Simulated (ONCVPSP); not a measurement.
**Co (Z = 27): excitation energies, all-electron against ONCV**

cobalt, optimised norm-conserving Vanderbilt (ONCV), made with ONCVPSP 4.0.1 (PBE, fully relativistic). Core [Ne], reference 3s2 3p6 3d7 4s2. Waves: 3s+4s: rc 1.35 bohr, ncon 4, nbas 8, qcut 9.6 1/bohr, 2 projectors; 3p: rc 0.80 bohr, ncon 4, nbas 7, qcut 12.1 1/bohr, 1 projector; 3d: rc 1.45 bohr, ncon 3, nbas 6, qcut 10.9 1/bohr, 2 projectors, debl 2.2 Ha. Local part: polynomial inside 0.55 bohr (lpopt 1, dvloc0 -1 Ha). Core correction: none.

Open shells are filled in proportion to 2j + 1.

Energies are relative to the spin-unpolarised reference configuration 3s2 3p6 3d7 4s2; without spin polarisation the order of configurations can differ from experiment.

| valence configuration | charge | ΔE all-electron (eV) | error AE − PS (meV) |
| --- | --- | --- | --- |
| 3s2 3p6 3d7 4s1 | +1 | 9.031 | +1.6 |
| 3s2 3p6 3d7 4s0 | +2 | 25.816 | +7.8 |
| 3s2 3p6 3d6 4s0 | +3 | 61.685 | +20 |

**Question.** What are ΔE and the potential's error for 3s2 3p6 3d8 4s0?

**Answer.** ΔE = 6.471 eV all-electron; the error (AE − PS) is +38 meV.

Levels in the configuration 3s2 3p6 3d8 4s0:

| level | all-electron (eV) | pseudo (eV) |
| --- | --- | --- |
| 3s j=1/2 | -105.592 | -105.565 |
| 3p j=3/2 | -68.404 | -68.374 |
| 3p j=1/2 | -70.225 | -70.196 |
| 3d j=5/2 | -12.172 | -12.190 |
| 3d j=3/2 | -12.348 | -12.368 |
